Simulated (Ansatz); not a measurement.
`N[SiH](F)[O][SbH2]` + H₂Te → `[SbH2][TeH]` + `N[SiH](O)F`  (ligand exchange at the Sb–O bond)

Isolated molecules relaxed with PBE0-D4/def2-TZVP in Ansatz; ΔE leaves out vibrations. CCSD(T)/CBS is the MP2 limit (def2-TZVPP, def2-QZVPP) plus CCSD(T) − MP2 in def2-TZVPP, frozen cores. This one scheme is used for every species. DFT in def2-TZVPP. def2 core potentials past Kr. For Sb, Te outer-core shells are correlated without core-valence functions, which leaves a few kJ/mol of doubt a bond. One conformer a species, not always the lowest.

```json
{"level": "LDA (SPW92)", "ΔE (kJ/mol)": "-76.0"}
{"level": "BLYP-D4", "ΔE (kJ/mol)": "-60.9"}
{"level": "r2SCAN0-D4", "ΔE (kJ/mol)": "-77.1"}
{"level": "ωB97M-V", "ΔE (kJ/mol)": "-66.1"}
{"level": "PBE-QIDH", "ΔE (kJ/mol)": "-78.3"}
{"level": "SCS-MP2/def2-TZVPP", "ΔE (kJ/mol)": "-64.4"}
{"level": "CCSD(T)/def2-TZVPP", "ΔE (kJ/mol)": "-63.2"}
{"level": "MP2/def2-QZVPP", "ΔE (kJ/mol)": "-76.7"}
```

What does CCSD(T)/CBS give? (Best estimate.)

Computed: -71.6 kJ/mol. The listed levels differ from it by -4.4, 10.7, -5.5, 5.5, -6.7, 7.2, 8.4, -5.1 kJ/mol.

Largest T1 diagnostic among the species: 0.013.

Leaving LDA and LC-ωPBE aside and taking each functional with its dispersion term where it has one, the values, not all of them listed here, spread over 30.8 kJ/mol, from HSE06-D4 to B97M-V. From BLYP to BHLYP (50 % exact exchange), in def2-TZVPP and without D4, ΔE moves by −5.0 kJ/mol.
